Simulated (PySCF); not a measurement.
Te(H)(iPr) (C3H8Te), SMILES CC(C)[TeH].

Geometry optimised at B3LYP-D3(BJ)/def2-SVP. The def2 effective core potentials stand for the cores of Te; spin–orbit coupling is left out.

These are PBE/def2-TZVP (PySCF) values and carry that method's errors.

Computed frontier levels, gap, dipole moment and polarisability:
```yaml
highest_occupied_level: -4.98 eV
lowest_empty_level: -1.55 eV
orbital_gap: 3.43 eV
dipole_moment: 1.53 D
quadrupole, principal values (traceless, Buckingham form, about the centre of nuclear charge): -4.42, 1.40, 3.01 D·Å
mean_static_polarisability: 78.7 bohr³ (11.67 Å³)
polarisability_principal_values: 62.4, 75.0, 98.8 bohr³
```
